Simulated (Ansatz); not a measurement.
`B[Se][SiH2][SiH3]` + `[OH][SnH3]` → `[SiH3][SiH2][O][SnH3]` + `B[SeH]`  (ligand exchange at the Si–Se bond)

Calculated with Ansatz (gas phase, PBE0-D4/def2-TZVP geometries, no zero-point term in ΔE). CCSD(T)/CBS adds triple-zeta CCSD(T) − MP2 to the extrapolated MP2 energy (def2 sets, frozen cores). Functionals use def2-TZVPP. B3LYP here is the variant with VWN-RPA as its local correlation; programs differ in this. Elements past krypton have def2 core potentials. For Se, Sn outer-core shells are correlated without core-valence functions, which leaves a few kJ/mol of doubt a bond. Scalar relativity is left out up to krypton. One conformer a species, not always the lowest.

| level | ΔE (kJ/mol) |
| --- | --- |
| B3LYP-D4 | -44.5 |
| ωB97M-V | -42.4 |
| B3LYP | -48.9 |
| HF/def2-TZVPP | -64.4 |
| HF/def2-QZVPP | -66.6 |
| HF/CBS(def2) | -66.9 |
| MP2/CBS(def2) | -35.7 |
| CCSD/CBS(def2) | -44.5 |

Problem. What does CCSD(T)/CBS give? (Best estimate.)

Solution. Ansatz gave: -40.8 kJ/mol. The listed levels differ from it by -3.7, -1.6, -8.1, -23.6, -25.8, -26.1, 5.1, -3.7 kJ/mol.

Largest T1 diagnostic among the species: 0.014.

In def2-TZVPP, CCSD(T) changes the Hartree–Fock value by +19.4 kJ/mol (the triples alone add +3.7 kJ/mol) and MP2 by +24.5 kJ/mol. From PBE to PBE0 (25 % exact exchange), in def2-TZVPP and without D4, ΔE moves by −3.9 kJ/mol. The D4 term adds +4.3 kJ/mol with B3LYP and +2.2 kJ/mol with PBE0; it sums over pairs of atoms, weighted by their polarisabilities, and B3LYP, whose exchange is more repulsive, gets the larger term.
